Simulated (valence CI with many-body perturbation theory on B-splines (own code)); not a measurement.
# Which ion has this spectrum?

A relativistic CI+MBPT calculation for an atom or ion with 14 electrons gives these levels (cm⁻¹):

```
J  Parity       E     g
0    even       0      
1    even   22957  1.50
2    even   38869  1.39
2    even   82700  1.11
0    even  137008      
2     odd  299295  1.98
1     odd  387577  0.58
2     odd  388340  1.21
3     odd  396819  1.33
0     odd  444788      
1     odd  447292  1.43
2     odd  448918  1.39
2     odd  489495  1.07
1     odd  545446  1.70
```

The energies are calculated, with errors of perhaps 200 cm⁻¹, more in some levels.

(1) Which is it?
A. Zn16+
B. Co13+
C. Ge18+
D. Ni14+

Results:

(1) A. Zn16+, ground level 3s2 3p2 3P_0.
